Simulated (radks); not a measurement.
Values are calculated unless marked as measured or tabulated.
Excited configurations of Ni I: one electron is placed in a higher orbital outside [Ar] 3d9. The ground configuration is [Ar] 3d8 4s2. Code: a radial shooting solver on a logarithmic mesh with Libxc functionals. Model: scalar-relativistic Kohn-Sham, PBE, spin-polarised, spherical densities, point nucleus; open shells are filled with parallel spins first. Excitation = E - E(ground); binding = E(ion) - E, where the ion is the core of charge +1; n* = 1/sqrt(2 binding) in atomic units, and the quantum defect is n - n*.

outer orbital  excitation (eV)  binding (eV)     n*  <r> (bohr)
4d                       5.414         1.662  2.861       9.910
4f                       6.112         0.964  3.756       16.76
6s                       5.667         1.409  3.108       15.85
7d                       6.565         0.511  5.162       43.71

The Delta-SCF ionisation energy is 7.076 eV (NIST Atomic Spectra Database: 7.640 eV, measured). Self-interaction in the functional shifts the binding energies and quantum defects, so they are the method's values and not measured ones. Open shells are spherical and high-spin; term and fine-structure splittings are not resolved.
